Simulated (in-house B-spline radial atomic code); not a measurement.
**The silver ion Ag³⁺: [He] 2s1 2p6 3s2 3p6 3d10 4s2 4p6 4d9 (with a hole in an inner shell)**

Computed with an all-electron radial atomic-structure program (B-spline basis): Dirac-Hartree-Fock, average of configuration, Fermi nucleus of rms radius 4.5454 fm.

Z_r = [3n² - l(l+1)]/(2<r>); Z_e = n√(-2ε); the last column is Slater's effective charge. Values are occupation-weighted means over j. An effective charge above Z reflects the relativistic contraction of the inner shells.

```
shell  electrons   ε (eV)  <r> (bohr)    Z_r    Z_e  Slater
   1s          2   -25850      0.0311  48.23  43.59   46.70
   2s          1  -4004.3      0.1342  44.70  34.31   43.20
   2p          6  -3592.7      0.1167  42.83  32.50   43.20
   3s          2  -813.86       0.361  37.39  23.20   36.60
   3p          6  -681.14      0.3589  34.83  21.23   36.60
   3d         10  -468.89      0.3346  31.38  17.61   26.85
   4s          2  -160.71      0.8933  26.87  13.75   20.25
   4p          6  -118.25      0.9645  23.85  11.79   20.25
   4d          9  -54.428       1.187  17.69   8.00    9.20
```

The least bound orbital is 4d5/2 at -54.1 eV, and it is also the most diffuse (<r> = 1.193 bohr). The part-filled 2s shell lies below the filled 4p shell in orbital energy.

Spin-orbit splittings of the orbital energies (j = l + 1/2 above j = l - 1/2 when positive): 2p 179 eV, 3p 33.5 eV, 3d 6.965 eV, 4p 5.828 eV, 4d 0.8157 eV.

For the 1s electron the small component carries 2.97 % of the norm, the zero-frequency Breit interaction raises the level by 54.26 eV, self-energy by 31.04 eV, and vacuum polarisation lowers it by 3.894 eV.
